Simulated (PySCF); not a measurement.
# `C#CC[P@](=O)(CC)C(C)C`, C₈H₁₅OP

Cartesian coordinates in Å; atom numbers follow the order of the lines, from 1:
```xyz
25

C     0.3237    3.2042    0.2694
C     0.5035    2.1667    0.8394
C     0.7115    0.8985    1.4833
P     0.3071   -0.5382    0.3878
O     0.5156   -1.8192    1.0750
C     1.3705   -0.3087   -1.1032
C     2.8368   -0.4274   -0.7138
C    -1.4363   -0.2620   -0.1904
C    -2.3407   -0.2204    1.0343
C    -1.8059   -1.4215   -1.1053
H     0.1697    4.1223   -0.2139
H     1.7575    0.7731    1.7816
H     0.0941    0.7999    2.3813
H     1.1573    0.6524   -1.5714
H     1.1064   -1.1093   -1.7982
H     3.1646    0.4489   -0.1577
H     3.4656   -0.5218   -1.5975
H     2.9782   -1.3095   -0.0904
H    -1.4912    0.6861   -0.7319
H    -2.1370   -1.0831    1.6681
H    -3.3880   -0.2509    0.7368
H    -2.1795    0.6882    1.6114
H    -1.6000   -2.3621   -0.5962
H    -2.8641   -1.3884   -1.3607
H    -1.2304   -1.3936   -2.0286
```

Computed with GIAO B3LYP/pcSseg-1 magnetisability, rotational g tensor and spin-rotation constants, non-relativistic, gas phase in PySCF 2.14.0. Geometry: GFN2-xTB.

**Question.** What are the magnetisability and the molar susceptibility?

**Answer.** Isotropic -1901 × 10⁻³⁰ J/T², or -114.5 × 10⁻⁶ cm³/mol; principal values -1976, -1866, -1859 × 10⁻³⁰ J/T², anisotropy 114 × 10⁻³⁰ J/T² (root of half the summed squared differences of the principal values). The susceptibility is in cgs units.

**Question.** Split it along the inertial axes a, b, c into diamagnetic and paramagnetic parts about the centre of mass, with the quadrupole moment.

**Answer.** 
```
axis  χ (10⁻⁶ cm³/mol)  diamagnetic (10⁻⁶ cm³/mol)  paramagnetic (10⁻⁶ cm³/mol)  summed x² of all electrons (Å²)  quadrupole Θ (D Å)
   a            -113.8                     -1151.9                       1038.1                            231.5               +1.82
   b            -115.3                     -1342.5                       1227.3                            186.5               -1.43
   c            -114.3                     -1773.5                       1659.2                             85.0               -0.39
```
Anisotropies 2χaa − χbb − χcc = +1.9 and 2χbb − χaa − χcc = -2.5 × 10⁻⁶ cm³/mol. Θ is traceless in Buckingham's convention.

**Question.** And the rotational g tensor?

**Answer.** 
| axis | rotational constant (GHz) | g | nuclear part | electronic part |
| --- | --- | --- | --- | --- |
| a | 1.2288 | -0.0073 | 0.5919 | -0.5993 |
| b | 1.0421 | -0.0046 | 0.5963 | -0.6008 |
| c | 0.7586 | -0.0039 | 0.5874 | -0.5913 |

Asymmetric top; isotopes 12C, 1H, 16O, 31P; no vibrational averaging.
